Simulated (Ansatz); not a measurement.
CuN3H9, that is [Cu(NH3)3]+ with one electron more. Total charge 0; doublet. Geometry PBE-D4/def2-SVP, that of the charge +1 singlet; atoms count from 1.

```xyz
13

Cu    0.0013   -0.0050   -0.0029
N    -0.8301    1.8219   -0.3756
H    -0.4895    2.2839   -1.2320
H    -0.6615    2.5011    0.3824
H    -1.8559    1.7848   -0.4790
N    -0.6157   -1.0828    1.6159
H     0.1406   -1.2499    2.2975
H    -0.9636   -2.0214    1.3664
H    -1.3769   -0.6487    2.1591
N     1.4443   -0.7405   -1.2419
H     1.7881   -1.6801   -0.9931
H     2.2863   -0.1452   -1.2747
H     1.1325   -0.8181   -2.2222
```

Problem. Estimate the Mulliken populations from the PBE0/def2-TZVP orbitals of Ansatz.

Solution. 
```json
{"atom": "Cu1", "charge (e)": "-0.38", "spin (α − β)": "0.86", "d electrons": "9.89"}
{"atom": "N2", "charge (e)": "-0.50", "spin (α − β)": "-0.16", "d electrons": "–"}
{"atom": "H3", "charge (e)": "0.21", "spin (α − β)": "0.07", "d electrons": "–"}
{"atom": "H4", "charge (e)": "0.21", "spin (α − β)": "0.07", "d electrons": "–"}
{"atom": "H5", "charge (e)": "0.21", "spin (α − β)": "0.07", "d electrons": "–"}
{"atom": "N6", "charge (e)": "-0.50", "spin (α − β)": "-0.16", "d electrons": "–"}
{"atom": "H7", "charge (e)": "0.21", "spin (α − β)": "0.07", "d electrons": "–"}
{"atom": "H8", "charge (e)": "0.21", "spin (α − β)": "0.07", "d electrons": "–"}
{"atom": "H9", "charge (e)": "0.21", "spin (α − β)": "0.07", "d electrons": "–"}
{"atom": "N10", "charge (e)": "-0.50", "spin (α − β)": "-0.16", "d electrons": "–"}
{"atom": "H11", "charge (e)": "0.21", "spin (α − β)": "0.07", "d electrons": "–"}
{"atom": "H12", "charge (e)": "0.21", "spin (α − β)": "0.07", "d electrons": "–"}
{"atom": "H13", "charge (e)": "0.21", "spin (α − β)": "0.07", "d electrons": "–"}
```
Mulliken values and Mayer orders depend strongly on the basis.

Problem. Where does the spin sit?

Solution. Summed by element: Cu 0.86, N -0.48, H 0.63, of 1 unpaired in all. Largest on single atoms: Cu1 0.86, N10 -0.16, N6 -0.16.
